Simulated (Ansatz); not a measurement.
Relaxation of ClH₅HfO₃ (10 atoms, charge 0, multiplicity 1), to a largest force component of 0.03 eV/Å in at most 50 steps.

Level of theory: RKS revPBE-D4/def2-SVP (Ansatz 0.2.0).

```xyz
10
Properties=species:S:1:pos:R:3:forces:R:3
Hf 0.184 0.345 -0.318 -0.08 -0.11 -0.50
Cl -0.005 -0.375 3.336 0.26 0.55 -0.14
O 1.799 -0.163 -1.264 0.00 -0.04 0.01
H 2.383 -0.726 -1.791 -0.02 0.04 0.02
O -0.953 1.504 -1.378 -0.03 -0.02 -0.03
H -1.719 1.715 -1.930 0.05 -0.01 0.01
O -0.808 -1.194 0.302 -0.02 0.01 0.00
H -1.135 -1.820 0.962 0.01 0.00 0.00
H 0.795 1.497 1.008 0.03 0.04 0.51
H 0.432 0.680 2.627 -0.18 -0.47 0.12
```

Problem. Where does it end, and by what steps?

Solution. The forces met the threshold. The force dipped under the threshold on the way, but the program's further checks kept it going. After 42 steps the energy has fallen by 1.842 eV; H9 moved furthest, 2.73 Å. Parted: Hf1–H9 (1.86 → 4.76 Å), Cl2–H10 (1.34 → 3.05 Å). Joined: Hf1–Cl2 (3.73 → 2.40 Å), H9–H10 (1.85 → 0.77 Å).

```
step  energy less start (eV)  largest force component (eV/Å)  accepted
   0                  0.0000                           0.548       yes
   2                 -0.0645                           0.631        no
   4                 -0.1071                           0.130       yes
   6                 -0.1151                           0.092       yes
   8                 -0.1299                           0.364       yes
  10                 -0.1592                           0.825       yes
  12                 -0.1907                           0.407       yes
  14                 -0.2159                           0.085       yes
  16                 -0.2452                           0.172       yes
  18                 -0.3461                           0.857       yes
  20                 -0.8907                           0.860       yes
  22                 -1.3330                           0.474       yes
  24                 -1.5268                           1.130       yes
  26                 -1.7088                           0.346       yes
  28                 -1.8040                           0.093       yes
  30                 -1.8340                           0.171       yes
  32                 -1.8396                           0.055       yes
  34                 -1.8396                           0.266        no
  36                 -1.8417                           0.047       yes
  38                 -1.8419                           0.032       yes
  40                 -1.8421                           0.062       yes
  42                 -1.8424                           0.025       yes
```

```xyz
10
Properties=species:S:1:pos:R:3
Hf 0.325 -0.516 -0.115
Cl 1.145 -0.002 2.085
O 1.797 -1.143 -1.198
H 2.436 -1.327 -1.896
O -0.432 1.078 -0.894
H -0.940 1.776 -1.325
O -1.026 -1.888 0.026
H -1.636 -2.630 -0.069
H -0.532 3.393 2.454
H -0.165 2.721 2.488
```

Whether the end is a true minimum wasn't checked by a vibrational analysis.

The run took 77 s on 4 threads of Arm Neoverse V1, with other jobs on the host, peak memory 0.17 GiB.
